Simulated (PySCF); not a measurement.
CaO2. Atoms are numbered in the order given.

```xyz
3

Ca     0.0000     0.0000     0.8088
O      0.0000    -0.7424    -1.0109
O      0.0000     0.7424    -1.0109
```

Coordinates come from a PBE0-D3(BJ)/def2-TZVP optimisation.

Level of theory: PBE0/def2-TZVPD (PySCF).

Symmetry labels are those of the subgroup C2v that the program uses (full group C2v).

Computed valence orbital energies around the gap with their symmetry:
| orbital | symmetry | energy (eV) |
|---|---|---|
| HOMO−7 | B2 | -27.94 |
| HOMO−6 | A1 | -24.80 |
| HOMO−5 | B2 | -19.47 |
| HOMO−4 | A1 | -9.11 |
| HOMO−3 | B1 | -8.31 |
| HOMO−2 | A1 | -8.00 |
| HOMO−1 | B2 | -5.16 |
| HOMO | A2 | -4.30 |
| LUMO | A1 | -1.96 |
| LUMO+1 | B2 | -0.33 |
| LUMO+2 | B1 | -0.27 |
| LUMO+3 | A1 | 0.36 |
